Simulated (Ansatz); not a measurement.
`F[SiH](F)[Si](F)(F)F` + HI → `F[Si](F)(F)I` + `F[SiH2]F` at 298.15 K and 1 bar (cleavage of the Si–Si bond).

Calculated with Ansatz (gas phase, PBE0-D4/def2-TZVP geometries, no zero-point term in ΔE). CBS: MP2 limit from def2 TZ/QZ plus the TZ coupled-cluster correction, frozen cores. This one scheme is used for every species. def2 core potentials past Kr. For I outer-core shells are correlated without core-valence functions, which leaves a few kJ/mol of doubt a bond. One conformer a species, not always the lowest.

| species | CCSD(T)/CBS energy (Eh) | H − E (kJ/mol) | S (J/(mol·K)) |
| --- | --- | --- | --- |
| `F[SiH](F)[Si](F)(F)F` | -1078.06481 | 90.6 | 393.8 |
| HI | -298.03592 | 22.7 | 206.5 |
| `F[Si](F)(F)I` | -886.14639 | 44.7 | 328.6 |
| `F[SiH2]F` | -489.99391 | 72.3 | 262.5 |

H − E and S are ideal-gas, rigid-rotor, harmonic terms from PBE0-D4/def2-TZVP, for one conformer and one mirror image of each species. 1 Eh = 2625.50 kJ/mol, R = 8.31446 J/(mol·K).

Task: By hand: ΔE, ΔH, ΔS and ΔG.

Result: ΔE = (-886.14639) + (-489.99391) − (-1078.06481) − (-298.03592) = -0.03957 Eh = -103.9 kJ/mol. Δ(H − E) = 44.7 + 72.3 − 90.6 − 22.7 = 3.7, so ΔH = -100.2 kJ/mol. ΔS = 328.6 + 262.5 − 393.8 − 206.5 = -9.2 J/(mol·K). ΔG = -100.2 − 298.15 × (-9.2)/1000 = -97.5 kJ/mol.

Task: By hand: the equilibrium constant, and the temperature at which ΔG would vanish if ΔH and ΔS stayed fixed.

Result: log₁₀ K = −ΔG/(RT ln 10) = 17.1. ΔG = 0 at ΔH/ΔS = 10891 K, far beyond where these terms or the molecules hold.

The number of gas molecules stays the same, so ΔS is small and ΔH decides. A doubt of 5 kJ/mol in ΔE shifts log₁₀ K by 0.9 here. Other conformers and mirror images would add mixing entropy, several J/(mol·K) or more a flexible species. Modes under 60 cm⁻¹, often nearly free rotors, make the harmonic entropy too high. These are equilibria of isolated gas molecules and say nothing of rates. Largest T1 diagnostic: 0.013 (customary marks: 0.02 for closed shells, 0.045 for open ones).
